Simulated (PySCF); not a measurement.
Bond energies at HF/def2-SVP beside a composite method

PySCF, lowest determinants of a PBE0 search. The composite is CCSD(T) extrapolated to the basis-set limit from two correlation-consistent sets, with core-valence (CV) and scalar-relativistic (SR) terms as its label shows; it has no spin–orbit coupling and nothing beyond (T).

```tsv
species	state (unpaired electrons)	De HF (eV)	De composite (eV)	composite	dissociates to
N2	singlet (closed shell)	4.93	9.89	CCSD(T)/CBS(TQ)+CV+SR	N + N
CSe	singlet (closed shell)	2.91	6.27	CCSD(T)/CBS(TQ)+CV	C + Se
SrH	doublet (σ ↑)	1.36	1.74	CCSD(T)/CBS(DT)	Sr + H
SiCl⁺	singlet (closed shell)	3.49	5.29	CCSD(T)/CBS(TQ)+CV+SR	Si⁺ + Cl
PbI	doublet (π ↑)	1.71	2.88	CCSD(T)/CBS(DT)	Pb + I
RbCl	singlet (closed shell)	3.10	4.32	CCSD(T)/CBS(DT)+CV	Rb + Cl
SnS	singlet (closed shell)	2.41	5.05	CCSD(T)/CBS(DT)+CV	Sn + S
Te2	triplet (π ↑↑)	0.80	2.92	CCSD(T)/CBS(TQ)	Te + Te
```

Task: Does HF bind more or less than the composite, by how much on average, and where is the difference largest?

Result: HF/def2-SVP binds less on average, method and basis taken together: the mean signed difference is -2.21 eV and the mean absolute one 2.21 eV; it is largest for N2 (-4.96 eV).

The molecules are drawn from runs that passed checks on state, spin purity and fit, so the hardest cases are missing and the errors look smaller than over all diatomics.

Correlated steps freeze the inner cores (2 to 19 orbitals); shallow outer-core shells are correlated. UHF and ROHF references stand side by side, which adds small steps between rows. These are scalar-relativistic numbers at best; spin–orbit coupling would shift them, the dissociation energy most. For an ion De counts to the pair picked by the measured ionisation energies or electron affinities, which need not be the lowest pair at this level. Where the molecule has an RHF reference, its open-shell atoms are computed with UHF. The CCSD T1 diagnostic is raised in CSe, SnS, a sign that a single reference may not be enough there. States were picked by a PBE0 search and need not be the measured ground states.
